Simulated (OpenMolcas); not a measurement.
Co7+: CASPT2 settings compared

| Item | Value |
| --- | --- |
| Program | OpenMolcas |
| Basis | ANO-RCC-VQZP [7s6p4d3f2g1h] |
| Scalar Hamiltonian | DKH4, point nucleus |
| Active space | 2 electrons in 5 orbitals (3d) |
| State averaging | 2S+1 = 3 even, 10 roots; 2S+1 = 1 even, 14 roots kept (CI in the orbitals of an earlier block) |
| Spin-orbit coupling | RASSI with atomic mean-field integrals over the reference wave functions, term energies averaged over their components |

Methods on the same reference wave functions:
A. CASSCF
B. SS-CASPT2, IPEA 0.75 Eh, real shift 0.5 Eh (closed shells correlated: none)
C. SS-CASPT2, IPEA 0.2 Eh, sigma2 regulariser 0.4 Eh (closed shells correlated: 3s 3p)
D. XMS-CASPT2, IPEA 0.5 Eh, real shift 0.4 Eh (closed shells correlated: none)

Energies in cm-1 above 3d2 3F2, the measured ground level; measured values from Sugar and Corliss, J. Phys. Chem. Ref. Data 10, 1097 (1981).

```json
{"Level": "3d2 3F2", "A": "0.0", "B": "0.0", "C": "0.0", "D": "0.0", "Measured": "0.0"}
{"Level": "3d2 3F3", "A": "1426", "B": "1432", "C": "1439", "D": "1432", "Measured": "1430"}
{"Level": "3d2 3F4", "A": "3194", "B": "3200", "C": "3210", "D": "3200", "Measured": "3144"}
{"Level": "3d2 1D2", "A": "23470", "B": "21740", "C": "20090", "D": "21730", "Measured": "19624"}
{"Level": "3d2 3P0", "A": "26930", "B": "25640", "C": "23580", "D": "25560", "Measured": "22304"}
{"Level": "3d2 3P1", "A": "27378", "B": "26080", "C": "24030", "D": "26000", "Measured": "22839"}
{"Level": "3d2 3P2", "A": "28625", "B": "27300", "C": "25280", "D": "27220", "Measured": "24055"}
{"Level": "3d2 1G4", "A": "35875", "B": "34840", "C": "33570", "D": "34800", "Measured": "32360"}
```

Deviations, from unrounded energies. A percentage is the sum of absolute deviations over the sum of measured energies, with the sign that they share, or ± where signs differ.

```
                        Against measurement  Levels      A      B     C      D
             mean absolute deviation (cm-1)       7   3000   2100   780   2000
      fine structure of the ground term (%)       2   ±1.2   +1.3  +1.5   +1.3
other terms of the ground configuration (%)       5  +17.4  +11.9  +4.4  +11.7
```

C lies closest to measurement on these levels and A furthest from it. The largest miss of C in the table is 3d2 3P0, by +1300 cm-1. The ranking rests on the paired levels alone, and a cruder setting can come out closer through cancelling errors.

Among B to D the level of the table that moves most is 3d2 3P0, by 2100 cm-1 (lowest in C, highest in B). Moves below CASPT2's spread within the term are not significant.

From A to B the spin-free energies of the other terms of 3d2 shown, above 3F, scale by factors of 0.92 to 0.97, as is usual when dynamic correlation screens the repulsion within a d or f shell.

The lowest spin-free term lies below A's lowest term by 0.005 hartree in B, 0.319 hartree in C, 0.005 hartree in D.

CASPT2 breaks the degeneracy within a term, and the mean is taken; among the terms shown or strongly mixed into the levels shown the widest spread is 1000 cm-1 (3d2 1G, C). Terms from blocks run as CI alone lack orbitals of their own. Without dynamic correlation excited terms often stand tens of per cent too high (terms of higher spin than the ground term too low), and those without a measured partner can miss by more than the paired ones (holds for A). Computed and measured levels are paired by configuration, term and J; levels that our copy of the source lacks, or whose pairing is in doubt (as where it misses far off the trend of its configuration), stay unpaired and out of the deviations. Only configurations of the active space appear.
